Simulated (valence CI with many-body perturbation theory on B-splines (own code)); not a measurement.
**E1 transitions of Pd³²⁺**

Calculated by configuration interaction combined with many-body perturbation theory (CI+MBPT): four valence electrons over a frozen Dirac-Fock core [Ne], radial functions for each j: 11 s, 11 p, 10 d, 8 f, 5 g, 2 h, with the one-electron correlation potential Σ1 (screened to all orders), the two-electron term Σ2, the three-electron term Σ3, Breit, model QED; selected single and double excitations, second order for the rest, scaled by the run's own slope (own B-spline code, finite nucleus).

No measured spectrum was set against this ion. As an estimate, large intervals hold to a few tenths of a per cent, small ones and those within an open d or f shell to about a per cent. Among the levels kept, up to 700 cm⁻¹ of a level comes from second order outside the variational space, and about a tenth of that is noise between levels of different J, which matters for small intervals.

Lines 51 to 100 of 544 in falling wavelength, among levels below 33.133 Ry, chosen from the strongest by gf and those to the six lowest levels. Wavelengths and rates use the calculated energies. Electric multipoles are in the length gauge with retardation, E1 and E2 with the static RPA response of the core. Weak lines are less certain than strong ones. Lines between different terms over intervals too small for the method are left out, as are lines whose strength nearly cancels. Where a level lies close to another of its J and parity, the split of strength between their lines is uncertain. The highest levels of a list are the least certain.

Levels are named by their leading jj configuration (3d3/2^4 stands for four electrons in 3d with j = 3/2), which in mixed levels can hold well under half, so a name can repeat and another be missing. Letters in brackets count levels of one name in rising energy.

```tsv
λ vac (Å)	Upper	Lower	A (s⁻¹)	S (a.u.)
114.7	(3p1/2^2 3p3/2 3d3/2) J=1	(3s 3p1/2 3p3/2 3d3/2) J=2 [b]	1.59e+10	3.56e-02
114.3	(3s 3p1/2 3p3/2^2) J=2 [a]	(3s^2 3p1/2 3p3/2) J=1	4.91e+09	1.81e-02
113.8	(3p1/2 3p3/2^2 3d5/2) J=4 [a]	(3s 3p1/2 3p3/2 3d5/2) J=3 [c]	5.35e+09	3.51e-02
112.7	(3p1/2^2 3p3/2 3d5/2) J=4	(3s 3p1/2 3p3/2 3d5/2) J=4 [b]	1.34e+10	8.51e-02
111.6	(3p1/2 3p3/2^2 3d5/2) J=4 [b]	(3s 3p1/2 3p3/2 3d5/2) J=3 [d]	1.62e+10	1.00e-01
110.9	(3s 3p1/2 3p3/2^2) J=3	(3s^2 3p1/2 3p3/2) J=2	2.36e+09	1.11e-02
110.8	(3s 3p1/2 3d3/2 3d5/2) J=5 [b]	(3s 3p3/2^2 3d5/2) J=5	8.12e+09	6.00e-02
110.3	(3s^2 3p1/2 3d3/2) J=2	(3s^2 3p1/2 3p3/2) J=2	5.03e+08	1.67e-03
109.2	(3p1/2^2 3p3/2 3d5/2) J=4	(3s 3p1/2 3p3/2 3d5/2) J=4 [a]	7.96e+09	4.60e-02
108.5	(3s 3p3/2 3d3/2 3d5/2) J=4 [c]	(3s 3p3/2^2 3d5/2) J=3 [a]	8.39e+09	4.76e-02
108.1	(3s 3p3/2^2 3d5/2) J=5	(3s^2 3p3/2 3d5/2) J=4	3.20e+10	2.20e-01
107.4	(3s 3p3/2^2 3d5/2) J=4 [b]	(3s^2 3p3/2 3d5/2) J=3	5.33e+09	2.94e-02
106.8	(3s 3p3/2^3) J=2	(3s^2 3p3/2^2) J=2	7.68e+09	2.31e-02
106.6	(3s 3p1/2 3d5/2^2) J=2	(3s 3p1/2 3p3/2 3d5/2) J=1 [b]	1.07e+10	3.20e-02
106.2	(3s 3p3/2 3d5/2^2) J=4	(3s 3p3/2^2 3d5/2) J=3 [a]	1.21e+10	6.42e-02
105.6	(3s^2 3p1/2 3d3/2) J=2	(3s^2 3p1/2 3p3/2) J=1	9.87e+06	2.86e-05
105.1	(3s 3p3/2^2 3d5/2) J=2 [b]	(3s^2 3p3/2 3d5/2) J=1	1.40e+10	4.01e-02
104.9	(3s^2 3d3/2 3d5/2) J=3	(3s^2 3p3/2 3d5/2) J=2	8.14e+09	3.25e-02
104.6	(3s^2 3p3/2 3d3/2) J=1	(3s^2 3p3/2^2) J=0	2.13e+09	3.61e-03
104.4	(3s 3p1/2 3d5/2^2) J=5	(3s 3p1/2 3p3/2 3d5/2) J=4 [c]	8.78e+09	5.43e-02
104.3	(3p1/2 3p3/2^2 3d5/2) J=4 [b]	(3s 3p1/2 3p3/2 3d5/2) J=4 [c]	1.46e+10	7.38e-02
103.7	(3s 3p1/2 3p3/2 3d5/2) J=3 [d]	(3s^2 3p1/2 3d5/2) J=2	2.22e+10	8.55e-02
103.3	(3s 3p1/2^2 3d3/2) J=1	(3s 3p1/2^2 3p3/2) J=2	9.86e+08	1.61e-03
102.7	(3p1/2 3p3/2^2 3d5/2) J=3 [b]	(3s 3p1/2 3p3/2 3d5/2) J=2 [d]	1.98e+10	7.40e-02
102.5	(3p1/2^2 3p3/2 3d5/2) J=3	(3s 3p1/2 3p3/2 3d3/2) J=2 [b]	1.16e+10	4.31e-02
102.2	(3p1/2 3p3/2^2 3d5/2) J=3 [c]	(3s 3p1/2 3p3/2 3d5/2) J=2 [e]	2.49e+10	9.17e-02
102.0	(3p1/2 3p3/2^2 3d5/2) J=4 [a]	(3s 3p1/2 3p3/2 3d5/2) J=3 [b]	8.78e+09	4.14e-02
101.9	(3s 3p1/2 3d3/2 3d5/2) J=4 [c]	(3s 3p1/2 3p3/2 3d5/2) J=3 [e]	8.32e+09	3.90e-02
101.6	(3s 3p1/2^2 3d3/2) J=2	(3s 3p1/2^2 3p3/2) J=2	1.52e+09	3.94e-03
101.5	(3s 3p1/2 3d5/2^2) J=4 [b]	(3s 3p3/2^2 3d5/2) J=5	7.37e+09	3.42e-02
101.4	(3p1/2 3p3/2^2 3d5/2) J=2 [b]	(3s 3p1/2 3p3/2 3d5/2) J=1 [c]	2.24e+10	5.77e-02
101.2	(3p1/2 3p3/2^2 3d5/2) J=3 [b]	(3s 3p1/2 3p3/2 3d5/2) J=3 [e]	1.01e+10	3.60e-02
101.1	(3p1/2 3p3/2^2 3d5/2) J=4 [b]	(3s 3p1/2 3p3/2 3d3/2) J=3 [b]	8.55e+09	3.93e-02
100.8	(3s 3p1/2 3d3/2 3d5/2) J=4 [c]	(3s 3p3/2^2 3d5/2) J=4 [a]	7.62e+09	3.47e-02
100.4	(3p1/2 3p3/2^2 3d3/2) J=4	(3s 3p1/2 3p3/2 3d5/2) J=5	1.07e+10	4.81e-02
100.4	(3s 3p1/2 3d3/2 3d5/2) J=3 [e]	(3s 3p1/2 3p3/2 3d5/2) J=3 [c]	2.88e+10	1.01e-01
99.73	(3s 3p3/2 3d3/2 3d5/2) J=4 [c]	(3s 3p3/2^2 3d3/2) J=4	2.00e+10	8.80e-02
99.51	(3p1/2^2 3p3/2 3d3/2) J=3	(3s 3p1/2^2 3d5/2) J=3	9.48e+09	3.23e-02
99.48	(3p1/2 3p3/2^2 3d3/2) J=2 [d]	(3s 3p1/2 3p3/2 3d5/2) J=1 [b]	1.58e+10	3.84e-02
99.32	(3s 3p1/2 3p3/2 3d3/2) J=2 [e]	(3s 3p1/2 3p3/2^2) J=1 [b]	2.13e+10	5.16e-02
99.17	(3s 3p1/2 3p3/2 3d5/2) J=4 [d]	(3s^2 3p1/2 3d5/2) J=3	6.83e+10	2.96e-01
98.80	(3s 3p3/2 3d3/2 3d5/2) J=3 [c]	(3s 3p3/2^2 3d3/2) J=2 [a]	1.46e+10	4.87e-02
98.48	(3p1/2 3p3/2^2 3d5/2) J=3 [b]	(3s 3p1/2 3p3/2 3d3/2) J=2 [e]	3.49e+10	1.15e-01
98.31	(3p1/2^2 3p3/2 3d5/2) J=3	(3s 3p1/2 3p3/2 3d3/2) J=2 [a]	2.04e+10	6.70e-02
98.12	(3s 3p3/2 3d3/2 3d5/2) J=3 [d]	(3s 3p3/2^2 3d3/2) J=4	1.79e+10	5.84e-02
98.09	(3s 3p1/2 3p3/2 3d3/2) J=2 [c]	(3s^2 3p1/2 3d3/2) J=2	4.19e+10	9.75e-02
98.09	(3s 3p3/2^2 3d5/2) J=2 [a]	(3s^2 3p3/2 3d3/2) J=3	2.02e+10	4.70e-02
97.95	(3p1/2 3p3/2^2 3d5/2) J=2 [c]	(3s 3p1/2 3p3/2 3d5/2) J=1 [c]	3.09e+10	7.16e-02
97.77	(3p1/2 3p3/2^2 3d5/2) J=3 [d]	(3s 3p1/2 3p3/2 3d5/2) J=3 [e]	1.59e+10	5.12e-02
97.56	(3s 3p1/2 3d5/2^2) J=1 [a]	(3s 3p1/2 3p3/2 3d3/2) J=0 [c]	3.41e+10	4.68e-02
```
